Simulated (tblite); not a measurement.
Species: C₅H₁₃NSi.
Geometry (GFN2-xTB, Å), atoms numbered from 1 in this order:
```
atom  x, y, z in Å
C1    -1.589    1.685   -0.544
C2    -1.615    0.542    0.114
C3    -1.558   -0.809   -0.523
C4    -0.497   -1.717    0.104
C5     0.930   -1.222   -0.144
N6     1.206    0.013    0.542
Si7    2.149    1.296   -0.086
H8    -1.501    1.720   -1.618
H9    -1.648    2.635   -0.042
H10   -1.709    0.538    1.192
H11   -2.534   -1.291   -0.400
H12   -1.367   -0.705   -1.593
H13   -0.593   -2.721   -0.317
H14   -0.668   -1.786    1.181
H15    1.074   -1.051   -1.212
H16    1.635   -2.011    0.164
H17    1.108   -0.081    1.541
H18    1.944    2.395    0.855
H19    3.590    1.003   -0.200
H20    1.637    1.577   -1.427
```

Computed values, GFN2-xTB/tblite, gas phase, harmonic and unscaled. Against measured fundamentals such values can be off by several per cent, at times by over 20. Modes of hydrogen on silicon can be 10 to 20 % off. One conformer, not necessarily the lowest.

Harmonic wavenumbers (cm⁻¹): 38.7, 53.4, 90.0, 112.3, 146.5, 240.4, 284.5, 298.5, 403.1, 442.1, 483.2, 572.1, 602.2, 618.0, 745.3, 796.2, 822.1, 835.4, 878.5, 890.6, 893.7, 925.7, 971.2, 1011.9, 1029.1, 1084.6, 1119.5, 1162.3, 1185.9, 1221.2, 1244.4, 1286.7, 1329.0, 1337.1, 1346.3, 1388.6, 1420.1, 1468.7, 1478.3, 1487.3, 1720.8, 2146.0, 2255.5, 2274.3, 2835.7, 2930.3, 2961.2, 2974.9, 2980.9, 2988.6, 3052.6, 3099.1, 3125.7, 3455.6.

A = 2708, B = 1521, C = 1068 MHz; mass 115.082 u (most abundant isotopes); point group C1, symmetry number 1.

**Question.** What is the zero-point energy?

**Answer.** ½Σν̃ = 36273 cm⁻¹ = 433.92 kJ/mol.

**Question.** Give the ideal-gas entropy at 400 K and 1 bar in the rigid-rotor, harmonic-oscillator model (classical rotation).

**Answer.** Translation 174.15, rotation 123.67, vibration 170.49: S = 468.3 J/(mol K).

**Question.** And Cp and H(400 K) − H(0)?

**Answer.** Cp = 204.30 J/(mol K), of which vibrations give 171.04 (their classical limit is 54 R = 449.0); H(400 K) − H(0) = 47.67 kJ/mol without the zero-point energy, 34.37 from vibrations.

**Question.** What must be added to the electronic energy to get the Gibbs energy at 400 K and 1 bar?

**Answer.** ZPE + [H(400 K) − H(0)] − T·S = 433.92 + 47.67 − 187.32 = 294.27 kJ/mol.

**Question.** How do the functions run with temperature in this model?

**Answer.** 
```json
{"T (K)": "100", "S (J/(mol K))": "294.0", "Cp (J/(mol K))": "79.2", "H − H(0) (kJ/mol)": "5.72", "G − H(0) (kJ/mol)": "-23.69", "ln q(vib)": "2.21"}
{"T (K)": "200", "S (J/(mol K))": "360.3", "Cp (J/(mol K))": "117.2", "H − H(0) (kJ/mol)": "15.49", "G − H(0) (kJ/mol)": "-56.57", "ln q(vib)": "4.97"}
{"T (K)": "300", "S (J/(mol K))": "416.0", "Cp (J/(mol K))": "161.0", "H − H(0) (kJ/mol)": "29.37", "G − H(0) (kJ/mol)": "-95.42", "ln q(vib)": "7.59"}
{"T (K)": "500", "S (J/(mol K))": "518.1", "Cp (J/(mol K))": "242.0", "H − H(0) (kJ/mol)": "70.04", "G − H(0) (kJ/mol)": "-189.00", "ln q(vib)": "12.75"}
{"T (K)": "800", "S (J/(mol K))": "650.8", "Cp (J/(mol K))": "322.3", "H − H(0) (kJ/mol)": "155.71", "G − H(0) (kJ/mol)": "-364.94", "ln q(vib)": "20.27"}
{"T (K)": "1000", "S (J/(mol K))": "726.7", "Cp (J/(mol K))": "357.6", "H − H(0) (kJ/mol)": "223.88", "G − H(0) (kJ/mol)": "-502.85", "ln q(vib)": "24.99"}
```

q(vib) and H(0) count from the zero-point level.

**Question.** Which modes carry the vibrational entropy at 400 K?

**Answer.** 38.7 cm⁻¹: 24.72; 53.4 cm⁻¹: 22.04; 90.0 cm⁻¹: 17.73; 112.3 cm⁻¹: 15.91; 146.5 cm⁻¹: 13.74; 240.4 cm⁻¹: 9.78 J/(mol K); the other 48 give 66.58 together.

Hindered rotation and anharmonicity are outside this model. Other conformers, if any are populated, would add a mixing term that is left out. The structure is chiral; the term R ln 2 for an equal mix with its mirror image is left out.
